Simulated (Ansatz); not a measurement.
Calculated with Ansatz (gas phase, PBE0-D4/def2-TZVP geometries, no zero-point term in ΔE). CCSD(T)/CBS adds triple-zeta CCSD(T) − MP2 to the extrapolated MP2 energy (def2 sets, frozen cores). Functionals use def2-TZVPP. Each species was taken in one conformer, which may not be the lowest.

Consider the isomerisation: `C=C=NB(C)C` → `C=CB(C)C=N`.

`C=C=NB(C)C`:

```xyz
14

C    -1.744    2.395   -1.292
C    -1.036    1.423   -0.768
N    -0.392    0.539   -0.291
B     0.362   -0.498    0.267
C    -0.258   -1.346    1.437
C     1.804   -0.777   -0.293
H    -1.329    3.005   -2.082
H    -2.746    2.590   -0.936
H    -1.327   -1.187    1.584
H     0.250   -1.087    2.373
H    -0.078   -2.415    1.286
H     2.520   -0.917    0.523
H     1.795   -1.723   -0.847
H     2.181   -0.003   -0.962
```

`C=CB(C)C=N`:

Z-matrix (Å, degrees):
```
C
B 1 1.562
H 1 1.096 2 110.4
H 1 1.098 2 108.6 3 -114.3
H 1 1.091 2 116.2 3 123.8
C 2 1.549 1 124.3 3 -128.1
C 2 1.578 1 117.5 3 50.7
C 6 1.336 2 123.4 1 -1.3
H 6 1.090 2 119.7 1 -179.0
N 7 1.275 2 124.8 1 -144.1
H 7 1.098 2 120.0 1 29.8
H 8 1.086 6 122.5 2 -178.1
H 8 1.086 6 121.5 2 1.6
H 10 1.025 7 110.2 2 -5.6
```

CCSD(T)/CBS gives +108.6 kJ/mol.

(1) Another level gave +128.9 kJ/mol. Which?
A. B2PLYP/def2-TZVPP
B. CCSD(T)/def2-TZVPP
C. r2SCAN-D4/def2-TZVPP
D. ωB97M-V/def2-TZVPP

Largest T1 diagnostic among the species: 0.014.

Answers

(1) A. B2PLYP 128.9, CCSD(T)/def2-TZVPP 108.3, r2SCAN-D4 142.7, ωB97M-V 121.1 kJ/mol.

From PBE to PBE0 (25 % exact exchange), in def2-TZVPP and without D4, ΔE moves by −5.6 kJ/mol. The D4 term adds −4.4 kJ/mol with B3LYP and −2.3 kJ/mol with PBE0; it sums over pairs of atoms, weighted by their polarisabilities, and B3LYP, whose exchange is more repulsive, gets the larger term.

B3LYP here is the variant with VWN-RPA as its local correlation; programs differ in this.
